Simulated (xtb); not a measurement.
C$_{8}$H$_{9}$, doublet, at a GFN2-xTB geometry. Base run: GFN0-xTB run with xtb.

Geometry (Å):
```xyz
17

C      2.5339    -0.8921     0.2059
C      1.2159    -0.1981     0.0363
C      1.1872     1.1618    -0.2984
C     -0.0300     1.7536    -0.4308
C     -1.2307     1.1300    -0.2641
C     -1.2148    -0.2261     0.0697
C     -2.4955    -0.9839     0.2533
C      0.0126    -0.8621     0.2128
H      3.1789    -0.7044    -0.6511
H      3.0434    -0.5203     1.0951
H      2.3957    -1.9655     0.3116
H      2.1110     1.7026    -0.4409
H     -2.1691     1.6511    -0.3825
H     -2.4562    -1.5859     1.1597
H     -3.3440    -0.3075     0.3183
H     -2.6564    -1.6564    -0.5897
H      0.0252    -1.9125     0.4714
```
Charge 0, spin multiplicity 2.
All else is at xtb's defaults.
Base energy -21.78416 Eh.

The base run was repeated with changes; each row names its change, and settings that it needs were set with it.

```csv
change,ΔE vs base (mEh)
base,0.000
etemp = 5000,-8.001
etemp = 1000,-0.001
acc = 1000,0.000
acc = 30,0.000
```
